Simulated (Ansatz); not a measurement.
`B[NH][GeH]([CH3])[F]` + H₂S → `[CH3][GeH]([F])[SH]` + `BN` at 500 K and 1 bar (ligand exchange at a Ge–N bond).

Calculated with Ansatz (gas phase, PBE0-D4/def2-TZVP geometries, no zero-point term in ΔE). CBS: MP2 limit from def2 TZ/QZ plus the TZ coupled-cluster correction, frozen cores. This one scheme is used for every species. For Ge outer-core shells are correlated without core-valence functions, which leaves a few kJ/mol of doubt a bond. Scalar relativity is left out up to krypton. Each species was taken in one conformer, which may not be the lowest.

```
               species  CCSD(T)/CBS energy (Eh)  H − E (kJ/mol)  S (J/(mol·K))
`B[NH][GeH]([CH3])[F]`              -2297.76421           276.8          439.9
                   H₂S               -398.97279            57.0          224.0
 `[CH3][GeH]([F])[SH]`              -2614.81526           193.0          408.1
                  `BN`                -81.93499           148.8          257.4
```

H − E and S are ideal-gas, rigid-rotor, harmonic terms from PBE0-D4/def2-TZVP, for one conformer and one mirror image of each species. 1 Eh = 2625.50 kJ/mol, R = 8.31446 J/(mol·K).

Problem. By hand: ΔE, ΔH, ΔS and ΔG.

Solution. ΔE = (-2614.81526) + (-81.93499) − (-2297.76421) − (-398.97279) = -0.01325 Eh = -34.8 kJ/mol. Δ(H − E) = 193.0 + 148.8 − 276.8 − 57.0 = 8.0, so ΔH = -26.8 kJ/mol. ΔS = 408.1 + 257.4 − 439.9 − 224.0 = 1.6 J/(mol·K). ΔG = -26.8 − 500 × (1.6)/1000 = -27.6 kJ/mol.

Problem. By hand: the equilibrium constant, and the temperature at which ΔG would vanish if ΔH and ΔS stayed fixed.

Solution. log₁₀ K = −ΔG/(RT ln 10) = 2.9. ΔH and −TΔS have one sign here, so there is no such temperature. One of them is within its doubt of zero, so this could turn.

The number of gas molecules stays the same, so ΔS is small and ΔH decides. A doubt of 5 kJ/mol in ΔE shifts log₁₀ K by 0.5 here. Other conformers and mirror images would add mixing entropy, several J/(mol·K) or more a flexible species. Modes under 60 cm⁻¹, often nearly free rotors, make the harmonic entropy too high. These are equilibria of isolated gas molecules and say nothing of rates. Largest T1 diagnostic: 0.012 (customary marks: 0.02 for closed shells, 0.045 for open ones).
